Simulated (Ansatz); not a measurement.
Molecular dynamics of F₃H₃Si

input.yaml

```yaml
crystal:
  periodic: [false, false, false]
  atoms:
    - { symbol: Si, position_ang: [-0.242434, -0.000373, -0.044456] }
    - { symbol: H, position_ang: [0.169615, -0.008939, 1.606394] }
    - { symbol: F, position_ang: [1.379824, -0.029559, -0.299764] }
    - { symbol: H, position_ang: [-0.650426, 1.177815, -0.837141] }
    - { symbol: F, position_ang: [-0.693936, -1.473981, -0.557391] }
    - { symbol: F, position_ang: [-1.838998, 0.161047, 1.019598] }
    - { symbol: H, position_ang: [-0.827945, 0.06799, 1.66656] }
basis:
  gaussian: { orbitals: def2-SVP }
hamiltonian:
  xc: blyp
  dispersion: d4
md:
  timestep: 0.5
  n_steps: 200
  ensemble: nve
  temperature: 100.0
  initial_velocities: maxwell_boltzmann
  seed: 9517
```

Command:

```bash
$ ansatz run input.yaml --threads 1 --pin off --max-ram 2048MiB --backend cpu --events-out ev --progress --plain --runs-dir out
```

It starts at the highest image of a converged band. Of that band: Neighbouring images differ by up to 1.3 eV, so the band resolves the path poorly. A vibrational analysis at the climbing image gives one clearly imaginary mode, 948i cm⁻¹: a first-order saddle point.

Output, in part (step lines, the closing report, with atoms numbered from 0):

```
md step     0: t =     0.00 fs  T =   100.0 K  F+E_penalty+E_count = -16069.17370567 eV  E_kin = 0.064630 eV  conserved = -16069.10907567 eV  (24 SCF iters)
md step     1: t =     0.50 fs  T =    99.4 K  F+E_penalty+E_count = -16069.17333993 eV  E_kin = 0.064266 eV  conserved = -16069.10907404 eV  (30 SCF iters)
md step     2: t =     1.00 fs  T =    97.8 K  F+E_penalty+E_count = -16069.17226257 eV  E_kin = 0.063194 eV  conserved = -16069.10906874 eV  (30 SCF iters)
md step     3: t =     1.50 fs  T =    95.2 K  F+E_penalty+E_count = -16069.17055892 eV  E_kin = 0.061499 eV  conserved = -16069.10906002 eV  (30 SCF iters)
md step     4: t =     2.00 fs  T =    91.8 K  F+E_penalty+E_count = -16069.16836527 eV  E_kin = 0.059316 eV  conserved = -16069.10904943 eV  (30 SCF iters)
md step     5: t =     2.50 fs  T =    87.9 K  F+E_penalty+E_count = -16069.16585189 eV  E_kin = 0.056814 eV  conserved = -16069.10903769 eV  (30 SCF iters)
md step     6: t =     3.00 fs  T =    83.8 K  F+E_penalty+E_count = -16069.16320655 eV  E_kin = 0.054181 eV  conserved = -16069.10902601 eV  (30 SCF iters)
md step     7: t =     3.50 fs  T =    79.8 K  F+E_penalty+E_count = -16069.16061555 eV  E_kin = 0.051600 eV  conserved = -16069.10901548 eV  (22 SCF iters)
[... lines left out ...]
Total energy: -16070.61078078 eV, -590.5840531425 hartree
Atom 0 at    -0.457528    -0.177376    -0.320386 Å, force    -0.773646     2.227036     0.091386 eV/Å
Atom 1 at     4.374297    -1.127773     6.296171 Å, force    -0.177110    -0.041151     0.300642 eV/Å
Atom 2 at     1.066577     0.281271     0.261308 Å, force    -1.930583    -1.389649    -0.355234 eV/Å
Atom 3 at    -0.588439     0.540387    -1.629163 Å, force     0.009851     0.212182     0.444843 eV/Å
Atom 4 at    -0.814456    -1.683329    -0.924084 Å, force     0.592235     0.670710     1.615124 eV/Å
Atom 5 at    -1.609902     0.473169     0.815028 Å, force     2.102333    -1.720314    -1.795941 eV/Å
Atom 6 at     4.755916    -1.039532     5.648891 Å, force     0.176919     0.041186    -0.300821 eV/Å
Dipole moment:     0.041087    -0.067157    -0.112782 e Å
```

The steps, from the saved trajectory:

```json
{"time (fs)": "0", "T (K)": "100", "potential energy less start (eV)": "0.000", "conserved less start (meV/atom)": "0.00"}
{"time (fs)": "3", "T (K)": "84", "potential energy less start (eV)": "0.010", "conserved less start (meV/atom)": "0.01"}
{"time (fs)": "6", "T (K)": "68", "potential energy less start (eV)": "0.021", "conserved less start (meV/atom)": "0.01"}
{"time (fs)": "9", "T (K)": "77", "potential energy less start (eV)": "0.015", "conserved less start (meV/atom)": "0.01"}
{"time (fs)": "12", "T (K)": "110", "potential energy less start (eV)": "-0.006", "conserved less start (meV/atom)": "0.02"}
{"time (fs)": "15", "T (K)": "207", "potential energy less start (eV)": "-0.069", "conserved less start (meV/atom)": "0.02"}
{"time (fs)": "18", "T (K)": "402", "potential energy less start (eV)": "-0.195", "conserved less start (meV/atom)": "0.04"}
{"time (fs)": "21", "T (K)": "754", "potential energy less start (eV)": "-0.423", "conserved less start (meV/atom)": "0.00"}
{"time (fs)": "24", "T (K)": "1232", "potential energy less start (eV)": "-0.732", "conserved less start (meV/atom)": "-0.03"}
{"time (fs)": "27", "T (K)": "1694", "potential energy less start (eV)": "-1.030", "conserved less start (meV/atom)": "-0.01"}
{"time (fs)": "30", "T (K)": "2080", "potential energy less start (eV)": "-1.280", "conserved less start (meV/atom)": "-0.02"}
{"time (fs)": "33", "T (K)": "2326", "potential energy less start (eV)": "-1.439", "conserved less start (meV/atom)": "-0.06"}
{"time (fs)": "36", "T (K)": "2415", "potential energy less start (eV)": "-1.497", "conserved less start (meV/atom)": "-0.03"}
{"time (fs)": "39", "T (K)": "2521", "potential energy less start (eV)": "-1.565", "conserved less start (meV/atom)": "0.03"}
{"time (fs)": "42", "T (K)": "2821", "potential energy less start (eV)": "-1.759", "conserved less start (meV/atom)": "0.00"}
{"time (fs)": "45", "T (K)": "3178", "potential energy less start (eV)": "-1.990", "conserved less start (meV/atom)": "-0.07"}
{"time (fs)": "48", "T (K)": "3295", "potential energy less start (eV)": "-2.066", "conserved less start (meV/atom)": "-0.07"}
{"time (fs)": "51", "T (K)": "3196", "potential energy less start (eV)": "-2.001", "conserved less start (meV/atom)": "-0.03"}
{"time (fs)": "54", "T (K)": "3013", "potential energy less start (eV)": "-1.883", "conserved less start (meV/atom)": "-0.01"}
{"time (fs)": "57", "T (K)": "2760", "potential energy less start (eV)": "-1.719", "conserved less start (meV/atom)": "-0.02"}
{"time (fs)": "60", "T (K)": "2511", "potential energy less start (eV)": "-1.559", "conserved less start (meV/atom)": "-0.03"}
{"time (fs)": "63", "T (K)": "2324", "potential energy less start (eV)": "-1.437", "conserved less start (meV/atom)": "-0.01"}
{"time (fs)": "66", "T (K)": "2225", "potential energy less start (eV)": "-1.373", "conserved less start (meV/atom)": "0.01"}
{"time (fs)": "69", "T (K)": "2199", "potential energy less start (eV)": "-1.357", "conserved less start (meV/atom)": "-0.03"}
{"time (fs)": "72", "T (K)": "2108", "potential energy less start (eV)": "-1.298", "conserved less start (meV/atom)": "-0.05"}
{"time (fs)": "75", "T (K)": "1989", "potential energy less start (eV)": "-1.221", "conserved less start (meV/atom)": "-0.01"}
{"time (fs)": "78", "T (K)": "2034", "potential energy less start (eV)": "-1.250", "conserved less start (meV/atom)": "0.02"}
{"time (fs)": "81", "T (K)": "2253", "potential energy less start (eV)": "-1.392", "conserved less start (meV/atom)": "-0.02"}
{"time (fs)": "84", "T (K)": "2453", "potential energy less start (eV)": "-1.521", "conserved less start (meV/atom)": "-0.07"}
{"time (fs)": "87", "T (K)": "2486", "potential energy less start (eV)": "-1.543", "conserved less start (meV/atom)": "-0.06"}
{"time (fs)": "90", "T (K)": "2433", "potential energy less start (eV)": "-1.508", "conserved less start (meV/atom)": "-0.01"}
{"time (fs)": "93", "T (K)": "2399", "potential energy less start (eV)": "-1.486", "conserved less start (meV/atom)": "0.00"}
{"time (fs)": "96", "T (K)": "2365", "potential energy less start (eV)": "-1.464", "conserved less start (meV/atom)": "-0.02"}
{"time (fs)": "99", "T (K)": "2337", "potential energy less start (eV)": "-1.446", "conserved less start (meV/atom)": "-0.04"}
```

All steps were run. The conserved energy stayed within 0.079 meV per atom of its start (net change -0.016 meV per atom), so the integration is sound. The kinetic energy rose, since the run started high on the potential surface and went downhill. It ends in pieces (F3HSi + H2), so much of that is their flight and rotation, not heat. A run of 0.1 ps of so small a system gives no equilibrium averages. The orbitals stay closed-shell, which can raise the energy where a bond breaks towards radicals; this wasn't checked here.

Between its relaxed ends the band would form Si1–F6, H2–H7 and break Si1–H2, F6–H7. These pairs go: Si1–F6 1.93 → 1.74 Å, H2–H7 1.00 → 0.76 Å, Si1–H2 1.70 → 8.25 Å, F6–H7 1.20 → 8.14 Å. In the last frame they stand as after the step (other bonds may differ from the relaxed reactants and products). It ends as F3HSi + H2. Pairs count as bonded within 1.25 times the sum of covalent radii (0.12 Å more for H–H).

Last frame:

```xyz
7
Properties=species:S:1:pos:R:3
Si -0.458 -0.177 -0.320
H 4.374 -1.128 6.296
F 1.067 0.281 0.261
H -0.588 0.540 -1.629
F -0.815 -1.683 -0.924
F -1.610 0.473 0.815
H 4.756 -1.040 5.649
```

The run took 2.2 min on 1 thread of AMD EPYC 9R45 96-Core Processor (Zen 5), with other jobs on the host, peak memory 0.14 GiB.
